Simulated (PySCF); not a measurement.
**Exercise with solution: chemical shift, span and skew from a shielding tensor**

germylmethylsilane (CH8GeSi), SMILES [SiH3][CH2][GeH3]. Atoms are numbered in the order given.

```xyz
11

Si    -0.2047     2.1033     0.0000
C      0.8853     0.5653     0.0000
Ge    -0.0915    -1.1489     0.0000
H      0.6230     3.3467     0.0000
H     -1.0783     2.1176    -1.2105
H     -1.0783     2.1176     1.2105
H      1.5410     0.5822     0.8866
H      1.5410     0.5822    -0.8866
H     -0.9848    -1.2445    -1.2549
H     -0.9848    -1.2445     1.2549
H      0.9038    -2.3291     0.0000
```

The structure is a stationary point at B3LYP-D3(BJ)/def2-SVP.

GIAO shieldings from PBE/pcSseg-1 in PySCF, non-relativistic, no solvent. The symmetric part of the tensor of C2 has the principal values 185.3, 194.3, 198.8 ppm. The same nucleus in TMS has σ = 182.0 ppm at this level (PySCF, at its B3LYP-D3(BJ)/def2-TZVP geometry).

Question: Work out the isotropic shielding, the ¹³C shift against TMS, the span and the skew.

Answer: 
σ(iso) = (σ11 + σ22 + σ33)/3 = 192.8 ppm. δ = σ(ref) − σ(iso) = 182.0 − (192.8) = -10.8 ppm.
Span Ω = σ33 − σ11 = 13.5 ppm. Skew κ = 3(σ(iso) − σ22)/Ω = -0.33. Tumbling in solution averages the tensor to δ; in a static solid the shielding alone would spread this spin-1/2 line over Ω.
